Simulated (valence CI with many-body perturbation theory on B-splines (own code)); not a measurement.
**E1 transitions of Sr24+**

Computed by relativistic CI+MBPT: four valence electrons over a frozen Dirac-Fock core [Ne], radial functions for each j: 11 s, 11 p, 9 d, 7 f, 5 g, 2 h, 1 i, with the one-electron correlation potential Σ1 (screened to all orders), the two-electron term Σ2, the three-electron term Σ3, Breit, model QED; selected single and double excitations, second order for the rest (own B-spline code, finite nucleus).

No measured levels were compared; by estimate levels of excited configurations hold to 0.05 to 0.15 % of their energy, terms of the ground configuration to about 0.5 %.

Lines 151 to 200 of 210 in falling wavelength, among levels below 1669300 cm⁻¹, chosen from the strongest by gf and those to the six lowest levels. Wavelengths and rates use the calculated energies, so an error of 400 cm⁻¹ moves a line at 113.1 Å by 0.045 % and its rate by three times that or more. Electric multipoles are in the length gauge, E1 and E2 with the static RPA response of the core. Weak lines are less certain than strong ones. Lines between different terms over intervals too small for the method are left out, as are lines whose strength nearly cancels. Where a level lies close to another of its J and parity, the split of strength between their lines is uncertain. The highest levels of a list are the least certain.

Names give the largest LS component (configuration and term), which can be under half, so a name can repeat, a term be missing and a line seem to break the LS rules; names also repeat where a configuration has a term twice. Letters in brackets count levels of one name in rising energy.

| λ vac (Å) | Upper | Lower | A (s⁻¹) | S (a.u.) with core polarisation | S without |
| --- | --- | --- | --- | --- | --- |
| 113.1 | 3s3p³ ³S°_1 | 3s²3p² ³P_0 | 2.39e+10 | 5.12e-02 | 5.26e-02 |
| 112.9 | 3s3p²3d ³F_2 [b] | 3s3p³ ³D°_1 | 2.69e+10 | 9.57e-02 | 9.81e-02 |
| 112.9 | 3s3p³ ¹P°_1 | 3s²3p² ³P_2 | 5.47e+08 | 1.17e-03 | 1.19e-03 |
| 112.6 | 3s3p²3d ³F_2 [c] | 3s3p³ ¹D°_2 | 3.05e+10 | 1.07e-01 | 1.10e-01 |
| 112.1 | 3s3p²3d ³F_3 [c] | 3s3p³ ¹D°_2 | 8.11e+09 | 3.95e-02 | 4.05e-02 |
| 110.7 | 3s3p²3d ³D_2 [a] | 3s3p³ ³D°_3 | 2.21e+10 | 7.40e-02 | 7.59e-02 |
| 110.3 | 3s3p²3d ³D_3 [a] | 3s3p³ ³D°_2 | 2.08e+10 | 9.66e-02 | 9.91e-02 |
| 110.3 | 3s3p²3d ³F_3 [a] | 3s3p³ ⁵S°_2 | 3.32e+10 | 1.54e-01 | 1.58e-01 |
| 110.0 | 3s²3p3d ¹F°_3 | 3s²3p² ¹D_2 | 1.11e+11 | 5.11e-01 | 5.24e-01 |
| 109.3 | 3s3p³ ¹P°_1 | 3s²3p² ³P_1 | 6.49e+10 | 1.25e-01 | 1.29e-01 |
| 108.8 | 3s3p²3d ³D_1 [a] | 3s3p³ ³D°_2 | 3.89e+10 | 7.41e-02 | 7.60e-02 |
| 108.2 | 3s3p²3d ³D_3 [b] | 3s3p³ ³D°_3 | 6.83e+10 | 2.99e-01 | 3.07e-01 |
| 108.1 | 3s3p²3d ³F_3 [b] | 3s3p³ ³D°_2 | 2.60e+10 | 1.14e-01 | 1.17e-01 |
| 107.6 | 3s3p²3d ³D_2 [b] | 3s3p³ ³D°_3 | 4.33e+09 | 1.33e-02 | 1.37e-02 |
| 107.5 | 3s²3p3d ³D°_2 | 3s²3p² ³P_2 | 8.69e+10 | 2.66e-01 | 2.73e-01 |
| 107.2 | 3s3p²3d ⁵P_3 | 3s3p³ ⁵S°_2 | 6.00e+10 | 2.55e-01 | 2.62e-01 |
| 106.6 | 3s3p²3d ³D_2 [a] | 3s3p³ ³D°_2 | 6.17e+10 | 1.84e-01 | 1.89e-01 |
| 106.4 | 3s3p²3d ⁵P_2 | 3s3p³ ⁵S°_2 | 8.50e+10 | 2.52e-01 | 2.59e-01 |
| 106.1 | 3s²3p3d ³D°_3 | 3s²3p² ³P_2 | 1.20e+11 | 4.95e-01 | 5.07e-01 |
| 105.7 | 3s²3p3d ¹P°_1 | 3s²3p² ¹D_2 | 2.86e+09 | 5.01e-03 | 5.16e-03 |
| 105.7 | 3s3p²3d ³P_2 | 3s3p³ ⁵S°_2 | 2.84e+10 | 8.27e-02 | 8.49e-02 |
| 105.5 | 3s3p²3d ⁵P_1 | 3s3p³ ⁵S°_2 | 1.19e+11 | 2.06e-01 | 2.12e-01 |
| 105.3 | 3s3p²3d ³P_0 [b] | 3s3p³ ³D°_1 | 6.50e+10 | 3.74e-02 | 3.84e-02 |
| 105.1 | 3s3p²3d ³D_1 [c] | 3s3p³ ³D°_2 | 3.29e+10 | 5.65e-02 | 5.80e-02 |
| 104.9 | 3s²3p3d ³P°_1 | 3s²3p² ³P_2 | 2.48e+10 | 4.23e-02 | 4.34e-02 |
| 104.6 | 3s3p²3d ³D_2 [a] | 3s3p³ ³D°_1 | 6.29e+09 | 1.78e-02 | 1.82e-02 |
| 104.5 | 3s3p²3d ³D_1 [b] | 3s3p³ ³D°_1 | 3.02e+10 | 5.11e-02 | 5.24e-02 |
| 104.3 | 3s3p²3d ³D_3 [b] | 3s3p³ ³D°_2 | 3.09e+10 | 1.21e-01 | 1.24e-01 |
| 104.2 | 3s²3p3d ³D°_2 | 3s²3p² ³P_1 | 6.00e+10 | 1.68e-01 | 1.72e-01 |
| 103.7 | 3s3p²3d ³D_2 [b] | 3s3p³ ³D°_2 | 1.20e+10 | 3.31e-02 | 3.40e-02 |
| 103.3 | 3s²3p3d ³P°_0 | 3s²3p² ³P_1 | 1.14e+11 | 6.22e-02 | 6.39e-02 |
| 103.2 | 3s3p²3d ³D_1 [c] | 3s3p³ ³D°_1 | 2.36e+10 | 3.84e-02 | 3.94e-02 |
| 103.1 | 3s²3p3d ³P°_2 [b] | 3s²3p² ³P_2 | 8.10e+09 | 2.19e-02 | 2.25e-02 |
| 102.9 | 3s²3p3d ³D°_1 | 3s²3p² ³P_0 | 1.25e+11 | 2.02e-01 | 2.07e-01 |
| 101.7 | 3s²3p3d ³P°_1 | 3s²3p² ³P_1 | 5.42e+10 | 8.44e-02 | 8.66e-02 |
| 100.8 | 3s3p²3d ³P_1 [b] | 3s3p³ ⁵S°_2 | 2.17e+09 | 3.29e-03 | 3.38e-03 |
| 100.3 | 3s3p²3d ³F_2 [b] | 3s3p³ ⁵S°_2 | 7.67e+09 | 1.91e-02 | 1.96e-02 |
| 100.1 | 3s3p²3d ³F_3 [c] | 3s3p³ ³D°_2 | 4.03e+10 | 1.40e-01 | 1.43e-01 |
| 100.1 | 3s²3p3d ³P°_2 [b] | 3s²3p² ³P_1 | 5.21e+09 | 1.29e-02 | 1.32e-02 |
| 99.76 | 3s3p²3d ³G_3 | 3s3p³ ⁵S°_2 | 3.41e+08 | 1.17e-03 | 1.20e-03 |
| 99.31 | 3s3p²3d ³D_2 [c] | 3s3p³ ³D°_1 | 1.01e+10 | 2.43e-02 | 2.49e-02 |
| 99.19 | 3s3p³ ¹P°_1 | 3s²3p² ³P_0 | 2.76e+09 | 3.98e-03 | 4.08e-03 |
| 98.81 | 3s3p²3d ³F_2 [c] | 3s3p³ ³D°_1 | 6.28e+10 | 1.50e-01 | 1.53e-01 |
| 97.48 | 3s²3p3d ¹F°_3 | 3s²3p² ³P_2 | 2.33e+10 | 7.46e-02 | 7.64e-02 |
| 96.62 | 3s3p²3d ³D_3 [a] | 3s3p³ ⁵S°_2 | 1.37e+10 | 4.27e-02 | 4.38e-02 |
| 95.43 | 3s3p²3d ³D_1 [a] | 3s3p³ ⁵S°_2 | 1.36e+09 | 1.75e-03 | 1.80e-03 |
| 94.95 | 3s3p²3d ³F_3 [b] | 3s3p³ ⁵S°_2 | 1.28e+09 | 3.77e-03 | 3.87e-03 |
| 94.11 | 3s²3p3d ¹P°_1 | 3s²3p² ³P_2 | 6.03e+07 | 7.44e-05 | 7.76e-05 |
| 93.72 | 3s3p²3d ³D_2 [a] | 3s3p³ ⁵S°_2 | 5.84e+08 | 1.19e-03 | 1.22e-03 |
| 93.65 | 3s3p²3d ³D_1 [b] | 3s3p³ ⁵S°_2 | 8.10e+06 | 9.85e-06 | 1.01e-05 |
